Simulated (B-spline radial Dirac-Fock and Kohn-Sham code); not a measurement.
# Widths and yields of inner-shell holes in In

System: the In atom in the configuration [Kr] 4d10 5s2 5p1.

These are calculated numbers from a radial atomic solver; the model is one-electron (LDA, Dirac) transition rates at Dirac-Fock energies.

Partial widths are in eV. Coster-Kronig decay leaves a hole in the same principal shell; its rates are the weakest part of the model, often 1.5 to 2.5 times too large and more for N holes. Holes without an open Auger channel, or with an unreliable SCF state, are not listed.

```csv
hole,radiative,Auger,Coster-Kronig,total,fluorescence yield,lifetime (fs),recommended width,tabulated yield
K,6.55,1.15,0,7.70,0.850,0.0855,7.90,0.851
L1,0.0989,1.31,2.85,4.26,0.0232,0.155,3.00,0.0200
L2,0.162,1.97,0.420,2.56,0.0635,0.257,2.53,0.0610
L3,0.155,2.19,0,2.35,0.0662,0.281,2.34,0.0600
M1,0.00209,0.348,12.5,12.9,0.000163,0.0512,9.20,–
M2,0.00215,0.380,3.63,4.02,0.000536,0.164,2.70,–
M3,0.00206,0.395,4.20,4.60,0.000447,0.143,3.05,–
M4,0.000129,0.451,0,0.452,0.000286,1.46,0.380,–
M5,0.000113,0.459,0,0.459,0.000247,1.43,0.390,–
N1,5.43e-05,0.0112,19.8,19.8,2.74e-06,0.0332,4.20,–
N2,0.000166,0.00239,19.4,19.4,8.54e-06,0.0339,13.2,–
N3,0.000141,0.00239,22.9,22.9,6.14e-06,0.0287,14.0,–
N4,1.43e-07,0.0261,0,0.0261,5.48e-06,25.2,–,–
N5,1.26e-07,0.0261,0,0.0261,4.81e-06,25.2,–,–
```

Recommended widths: Campbell and Papp, At. Data Nucl. Data Tables 77, 1 (2001); yields: xraylib tables; both refer to the element in its standard state. The computed width differs most for N1 (4s), where it is 4.71 times the recommended value. Rates with slow emitted electrons, as in Coster-Kronig decay, are the weakest part of an independent-particle model: such widths often come out 1.5 to 2.5 times too large, more for N holes, and a channel near threshold can open or close.
